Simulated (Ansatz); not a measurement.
Molecule: SnH₃, net charge 1, singlet state. 
Coordinates optimised at B3LYP-D3(BJ)/def2-TZVP (Ansatz, an electronic-structure program):
```xyz
4

Sn     0.0000     0.0000     0.0000
H      0.6251    -0.4787     1.4968
H     -0.3657     1.6269    -0.2824
H     -0.2594    -1.1482    -1.2144
```
Charge +1, spin multiplicity 1.

Basis-set convergence of Hartree-Fock and CCSD(T) correlation energies (hartree) with Ansatz. Cores are frozen in the correlated levels unless marked. Spin-orbit coupling is left out. The frozen core is the preceding noble-gas configuration, with the filled d and f shells of earlier blocks. In def2 rows, elements after Kr have scalar-relativistic effective core potentials.

| basis | functions | E(HF) | E(corr, CCSD(T)) |
|---|---|---|---|
| def2-SVP | 41 | -214.77860 | -0.09860 |
| def2-TZVPP | 92 | -214.78795 | -0.11712 |
| def2-QZVPP | 172 | -214.78982 | -0.12200 |

Extrapolating the two largest sets (X = 3 and 4) as X^-3: E(corr) = (64·(-0.12200) - 27·(-0.11712))/37 = -0.1256 Eh, an estimate of the basis-set limit. The largest set recovers 97.2 % of it, the smallest 78.5 %.
